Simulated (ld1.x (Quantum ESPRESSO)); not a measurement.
**u(r) = r·R(r): atom against pseudo-atom (thallium (Tl))**

Columns: radius, all-electron u(r) and pseudo u(r) of the 6s shell (level -14.23 eV) of thallium in the configuration [Xe] 4f14 5d10 6s2 6p0; LDA (PZ), non-relativistic, TM semilocal scheme, ld1.x (Quantum ESPRESSO) 7.5.

```
r (bohr)  all-electron   pseudo
   0.165        0.1428  -0.0173
   0.330       -0.2182  -0.0368
   0.495       -0.0001  -0.0607
   0.660        0.2810  -0.0919
   0.825        0.3337  -0.1333
   0.990        0.2089  -0.1881
   1.155        0.0097  -0.2580
   1.320       -0.1948  -0.3421
   1.485       -0.3711  -0.4352
   1.650       -0.5078  -0.5276
   1.815       -0.6047  -0.6075
   1.980       -0.6662  -0.6656
   2.145       -0.6984  -0.6980
   2.310       -0.7074  -0.7073
   2.475       -0.6987  -0.6987
   2.640       -0.6769  -0.6769
   2.805       -0.6460  -0.6460
   2.970       -0.6089  -0.6089
   3.135       -0.5681  -0.5681
   3.300       -0.5255  -0.5255
   3.465       -0.4825  -0.4825
   3.630       -0.4402  -0.4402
   3.795       -0.3994  -0.3994
   3.960       -0.3606  -0.3606
   4.125       -0.3241  -0.3241
   4.290       -0.2902  -0.2902
```

(1) How many radial nodes do the two functions have?

(2) At about which radius was the pseudo-wave matched?

(3) Where does each function peak?

(4) Is the pseudo-wave norm-conserving?

Answers

(1) The all-electron 6s function has n − l − 1 = 5 (the table is too coarse to show those close to the nucleus); the pseudo-wave has 0, since the states of the same l below it are removed with the core.

(2) 2.45 bohr. The columns agree to 0.0005 from 2.15 bohr on; several derivatives are matched, so the curves merge somewhat inside the radius.

(3) Outermost all-electron maximum near 2.31 bohr, pseudo maximum near 2.31 bohr (to the table’s step).

(4) Yes: the TM semilocal scheme keeps the norm inside the radius equal to the all-electron one, which fixes the energy derivative of the logarithmic derivative at the level.
